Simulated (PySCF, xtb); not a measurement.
CH5FOSi2, SMILES F[Si@H]1CO[SiH2]1.

GFN2-xTB (xtb) at its own geometry gives an orbital gap of 3.83 eV and a dipole moment of 1.80 D.

Geometry: PBE-D3(BJ)/def2-SVP. The structure was generated by enumeration; whether it is a known compound was not checked.

Task: What does PySCF with ωB97X/def2-TZVP give? (An estimate is asked for; the answer gives what the named calculation found.)

Result: gap 11.43 eV (levels -10.15 and 1.28 eV), dipole 0.66 D.
